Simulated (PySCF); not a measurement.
# Polarisability and C₆ of Te⁺ (tellurium, charge +1)

[Kr] 4d10 5s2 5p3, high-spin 4S determinant. All numbers are calculated (PySCF 2.14, scalar relativity by spin-free X2C-1e, in x2c-TZVPPall with one added diffuse shell each of s, p, d, f type (9s7p5d3f, 76 functions)). Coupled (time-dependent) response in atomic units; α is the mean over directions.

```
method  mean α (bohr³)  C₆ (like pair)  S(−4)
   UHF           22.25           191.0  102.0
   PBE           22.42           191.3  108.0
  PBE0           22.12           188.6  102.5
 HSE06           22.24           190.1  103.7
```

S(−4) is the Cauchy moment in α(ω) = α(0) + S(−4) ω² + …

α(iu) at PBE0:

```tsv
u (hartree)	α(iu) (bohr³)
0	22.12
0.0500	21.86
0.100	21.14
0.200	18.74
0.300	15.87
0.500	10.94
0.750	7.140
1.00	5.024
1.50	2.978
2.00	2.048
3.00	1.200
5.00	0.5836
```

A single London oscillator, α(iu) = α/(1 + u²/ω²), gives C₆ = (3/4) ω α². Matching the computed C₆ needs ω = 4 × 188.6 / (3 × 22.12²) = 0.514 hartree.

For an ion, C₆ is the dispersion term alone; charge-induced terms of lower order in 1/R come first.
